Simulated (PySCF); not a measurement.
HZn, charge +1, singlet, at a GFN2-xTB geometry (such geometries of metal compounds can be far from the true shape).

The PySCF input:
```python
from pyscf import gto, scf, dft

mol = gto.M(
    atom='''
Zn   -0.000000   -0.000000   -0.048568
H     0.000000    0.000000    1.457036
''',
    basis='def2-qzvp',
    charge=1,
    spin=0,
    verbose=5,
)

mf = dft.RKS(mol)
mf.xc = 'r2scan'
mf = mf.density_fit(auxbasis='def2-universal-jkfit')
mf.kernel()
```

Question: What number of basis functions does DF-R2SCAN/def2-QZVP (PySCF) give?

Answer: 114

Question: What is the computed nuclear repulsion energy (DF-R2SCAN/def2-QZVP)?

Answer: 10.5442 Eh

Question: Give the total energy at the level DF-R2SCAN/def2-QZVP.

Answer: -1779.668259 Ha

Question: Predict the HOMO-LUMO gap from DF-R2SCAN/def2-QZVP.

Answer: 5.00 eV
